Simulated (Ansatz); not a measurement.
`C[NH][GaH2]`, charge 0, multiplicity 1.

(1) Give a relaxed structure at PBE0-D4/def2-TZVP (Ansatz 0.2.0). (An estimate is asked.)

## Answers

(1) Computed: 
Cartesian coordinates in Å:
```
C -0.570 -0.094 -1.140
N 0.408 -0.379 -0.117
Ga 0.512 0.334 1.548
H -1.285 0.646 -0.772
H -1.143 -0.984 -1.429
H -0.115 0.318 -2.050
H 1.095 -1.058 -0.405
H 1.686 -0.163 2.450
H -0.588 1.380 1.916
```
Point group Cs.
This is one stationary point; other conformers may exist.
